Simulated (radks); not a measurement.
The numbers below are computed, except where a source is named.
Task: Species: N2+. Configuration: [He] 2s2 2p0.5 3s0.5 (fractional occupations, a model configuration). Level of theory: Dirac Kohn-Sham, exchange-only B88, spin-unpolarised, spherical densities, point nucleus; open shells are shared between the two j in proportion to 2j + 1 (a radial shooting solver on a logarithmic mesh with Libxc functionals). Some entries of the table are withheld. Estimate them.

orbital,occ.,eigenvalue (hartree),<r^2> (bohr^2),<1/r> (bohr^-1)
1s1/2,2,-15.84770,(1),(2)
2s1/2,2,-1.94203,(3),(4)
2p1/2,0.166667,-1.52558,1.477,1.184
2p3/2,0.333333,-1.52437,1.479,1.183
3s1/2,0.5,-0.54372,12.43,0.4226

Result: 
(1) 1s1/2 <r^2> (bohr^2): 0.07102
(2) 1s1/2 <1/r> (bohr^-1): 6.650
(3) 2s1/2 <r^2> (bohr^2): 1.550
(4) 2s1/2 <1/r> (bohr^-1): 1.270
